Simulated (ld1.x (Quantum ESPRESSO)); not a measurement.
# carbon, RRKJ: configuration errors across variants

```json
{
  "Element": "C (Z = 6)",
  "Generator": "ld1.x (Quantum ESPRESSO) 7.5",
  "Type": "norm-conserving RRKJ (Kleinman–Bylander form)",
  "Functional": "PBE",
  "Relativity": "scalar-relativistic",
  "Frozen core": "[He]",
  "Valence charge": "4",
  "Reference configuration": "2s2 2p1.5 (charge +0.5)",
  "Partial waves": "2p (bound): rc 2.05 bohr; 3d channel at 0.05 Ry: rc 2.05 bohr; 2s (bound): rc 1.00 bohr",
  "Local potential": "the s channel",
  "Core correction": "none",
  "rho0": "0.01"
}
```

All-electron excitation energies from the reference (eV): (1) 2s2 2p2 -3.963; (2) 2s2 2p1 6.898; (3) 2s2 2p0 31.054; (4) 2s1 2p3 4.515; (5) 2s0 2p4 13.012; (6) 2s1 2p0 79.249; (7) 2s2 2p2.3 -5.122.

2 further variants failed, have other tests or another functional or relativity, and are left out.

Errors AE − PS in meV (a dash: test not solved or not reliable):

```csv
change,(1),(2),(3),(4),(5),(6),(7),bound ghosts
base,+4.8,+14,+289,+24,+33,+657,+7.8,none
type TM semilocal; rho0 0,+1.7,+9.6,+238,+19,+32,+554,+1.2,none
wave 2p (bound): rc 2.05 bohr becomes 2p (bound): rc 2.06 bohr,+5.3,+16,+314,+26,+34,+708,+8.7,none
wave 3d channel at 0.05 Ry: rc 2.05 bohr becomes 3d channel at 0.96 Ry: rc 2.05 bohr,+4.8,+14,+289,+24,+33,+657,+7.8,none
core correction a·sin(br)/r model core inside 0.42 bohr,+4.6,+14,+273,+20,+27,+600,+7.5,none
wave 2s (bound): rc 1.00 bohr becomes 2s (bound): rc 0.98 bohr,+4.8,+14,+289,+24,+33,+658,+7.8,none
```

Task: Give the same row for: local potential the d channel.

Result: +4.9, +14, +283, +20, +26, +667, +8.0; bound ghosts: none.
